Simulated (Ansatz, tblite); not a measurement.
Removing and adding an electron: cis-NiH2(NH3)2 (NiN₂H₈). Charge 0, multiplicity 1. Geometry: PBE0-D4/def2-SVP. Ansatz, gas phase; energy differences of separate SCF runs; the oxidised species was run as a doublet alone; the reduced species was run as a doublet alone.

```xyz
11

Ni    0.505   -0.664   -0.013
H     0.520   -2.026   -0.566
H     1.823   -1.056    0.507
N     0.739    1.112    0.839
H     0.908    0.938    1.830
H     0.040    1.854    0.775
H     1.616    1.490    0.476
N    -1.284   -0.395   -0.825
H    -1.877   -1.145   -0.467
H    -1.181   -0.583   -1.823
H    -1.810    0.477   -0.733
```

The xTB rows come from tblite.

Problem. Estimate orbital energies and vertical ionisation energies and electron affinities at: GFN1-xTB; GFN2-xTB; PBE-D4/def2-TZVP; PBE-D4/def2-TZVPD; r2SCAN-D4/def2-TZVP; r2SCAN-D4/def2-TZVPD; PBE0-D4/def2-TZVP; PBE0-D4/def2-TZVPD.

Solution. 
```json
{"level": "GFN1-xTB", "−HOMO (eV)": "8.44", "vertical IE (eV)": "12.57", "−LUMO (eV)": "5.84", "vertical EA (eV)": "2.46", "HOMO–LUMO gap (eV)": "2.60", "IE − EA (eV)": "10.11", "remarks": "–"}
{"level": "GFN2-xTB", "−HOMO (eV)": "8.44", "vertical IE (eV)": "12.18", "−LUMO (eV)": "5.36", "vertical EA (eV)": "2.22", "HOMO–LUMO gap (eV)": "3.08", "IE − EA (eV)": "9.96", "remarks": "–"}
{"level": "PBE-D4/def2-TZVP", "−HOMO (eV)": "3.00", "vertical IE (eV)": "6.71", "−LUMO (eV)": "0.68", "vertical EA (eV)": "–", "HOMO–LUMO gap (eV)": "2.32", "IE − EA (eV)": "–", "remarks": "–"}
{"level": "PBE-D4/def2-TZVPD", "−HOMO (eV)": "3.12", "vertical IE (eV)": "–", "−LUMO (eV)": "1.10", "vertical EA (eV)": "-0.54", "HOMO–LUMO gap (eV)": "2.02", "IE − EA (eV)": "–", "remarks": "HOMO above zero (-1 doublet)"}
{"level": "r2SCAN-D4/def2-TZVP", "−HOMO (eV)": "2.98", "vertical IE (eV)": "6.30", "−LUMO (eV)": "0.13", "vertical EA (eV)": "–", "HOMO–LUMO gap (eV)": "2.85", "IE − EA (eV)": "–", "remarks": "–"}
{"level": "r2SCAN-D4/def2-TZVPD", "−HOMO (eV)": "3.08", "vertical IE (eV)": "–", "−LUMO (eV)": "0.47", "vertical EA (eV)": "-0.67", "HOMO–LUMO gap (eV)": "2.61", "IE − EA (eV)": "–", "remarks": "HOMO above zero (-1 doublet)"}
{"level": "PBE0-D4/def2-TZVP", "−HOMO (eV)": "4.59", "vertical IE (eV)": "6.16", "−LUMO (eV)": "-0.09", "vertical EA (eV)": "–", "HOMO–LUMO gap (eV)": "4.68", "IE − EA (eV)": "–", "remarks": "–"}
{"level": "PBE0-D4/def2-TZVPD", "−HOMO (eV)": "4.67", "vertical IE (eV)": "–", "−LUMO (eV)": "0.42", "vertical EA (eV)": "-0.66", "HOMO–LUMO gap (eV)": "4.25", "IE − EA (eV)": "–", "remarks": "HOMO above zero (-1 doublet)"}
```

Relaxing the oxidised species (PBE0-D4/def2-SVP) changes its energy by -1.40 eV at PBE0-D4/def2-TZVP, so the adiabatic ionisation energy to this nearest minimum is 4.76 eV. At PBE-D4/def2-TZVP it is 5.49 eV. In the charge 1 doublet, H2 and H3 lie 0.81 Å apart (atoms count from 1), so H2 has formed as a molecule. Relaxing the reduced species (PBE0-D4/def2-SVPD) changes its energy by -0.09 eV at PBE0-D4/def2-TZVPD, so the adiabatic electron affinity to this nearest minimum is -0.57 eV. At PBE-D4/def2-TZVPD it is -0.44 eV. The highest occupied level of the relaxed charge -1 doublet lies above zero (up to 1.74 eV). By energy differences, losing it releases 0.57 eV (each at its own geometry, to the charge 0 singlet, at PBE0-D4/def2-TZVPD).  Run but left out: HF/def2-TZVP, MP2/def2-TZVP, CCSD/def2-TZVP, CCSD(T)/def2-TZVP (singlet: restricted singlet, unstable towards broken spin symmetry).   A HOMO above zero means that the electron is unbound at that level or that self-interaction error raises the level; the energy of removing that electron tells which. Raw xTB energy differences between charge states are shifted by several eV; the methods need an empirical correction for them. A negative affinity means that the extra electron isn't bound; its size then hangs on the basis.
